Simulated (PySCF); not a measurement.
C2H7AlClNO (SMILES C[N](C)[Al]([OH])[Cl]), singlet, geometry from GFN2-xTB (such geometries of metal compounds can be far from the true shape).

Input for PySCF:
```python
from pyscf import gto, scf, dft
from pyscf.prop import polarizability

mol = gto.Mole()
mol.atom = '''
    Al   -0.22350354    0.11978881   -0.55045025
    Cl   -0.25252054   -1.79634920   -1.21363934
    O    -0.74020875    1.32229164   -1.53947975
    H    -1.01144841    2.09194847   -2.01626203
    N     0.36095754    0.51118069    1.10482423
    C     0.83746537   -0.47457258    2.05465094
    C     0.40639100    1.85776352    1.63667032
    H     1.87751808   -0.27457581    2.33906149
    H     0.22864633   -0.46684466    2.96672405
    H     0.78319859   -1.46679810    1.60814825
    H    -0.21769705    1.94827018    2.53378238
    H     1.43103897    2.14052320    1.90617148
    H     0.03896769    2.55241488    0.88423721
'''
mol.basis = '6-31g'
mol.verbose = 4
mol.build()

mf = dft.RKS(mol)
mf.xc = 'camb3lyp'
mf.kernel()
alpha = mf.Polarizability().polarizability()[2, 2]
print('alpha_zz =', alpha)
```

### Question
What number of basis functions does CAMB3LYP/6-31G, polarisability in PySCF give?

### Answer
76

### Question
What nuclear repulsion energy does CAMB3LYP/6-31G, polarisability give?

### Answer
357.7317 Eh

### Question
Predict the HOMO-LUMO gap from CAMB3LYP/6-31G, polarisability.

### Answer
8.30 eV

### Question
What dipole moment does CAMB3LYP/6-31G, polarisability give?

### Answer
3.07 D

### Question
Estimate the total energy that CAMB3LYP/6-31G, polarisability returns for this input.

### Answer
-912.9508 Eh

### Question
What is the computed Mulliken (on the basis functions themselves) charges in atom order (CAMB3LYP/6-31G, polarisability)?

### Answer
Al1 1.23, Cl2 -0.33, O3 -0.93, H4 0.41, N5 -0.79, C6 -0.22, C7 -0.21, H8 0.13, H9 0.13, H10 0.15, H11 0.13, H12 0.13, H13 0.15
